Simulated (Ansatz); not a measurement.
A structure relaxed at PBE0-D4/def2-SVP in Ansatz, charge 0, singlet:

Cartesian coordinates in Å:
```
Ga 1.349 -0.201 -0.176
P -1.094 0.163 0.144
H -1.668 -0.312 1.346
H -1.960 -0.417 -0.811
H -1.552 1.500 0.141
F 1.420 -1.942 0.006
F 1.975 0.767 1.145
F 1.531 0.443 -1.796
```

Problem. Give its formula, name or SMILES.

Solution. Ga(PH3)F3 (GaPH3F3).

Problem. Summarise the bond lengths by kind (pairs closer than 1.2 times the sum of covalent radii, bridged metal pairs left out).

Solution. 3 × F–Ga 1.75 Å; 1 × Ga–P 2.49 Å; 3 × H–P 1.41 Å.
